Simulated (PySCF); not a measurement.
HI, SMILES I. The structure is a stationary point at PBE-D3(BJ)/def2-TZVPD. The def2 effective core potentials stand for the cores of I; spin–orbit coupling is left out.

Task: Give the equilibrium geometry at PBE-D3(BJ)/def2-TZVPD (PySCF confirms it by a frequency run) as bond lengths and angles, and its point group. (An estimate is asked for; the answer gives what the named calculation found.)

Result: point group C∞v.
Atoms: I1 H2. Bonded distances (Å): I1–H2 1.624.
Charge 0, spin multiplicity 1.
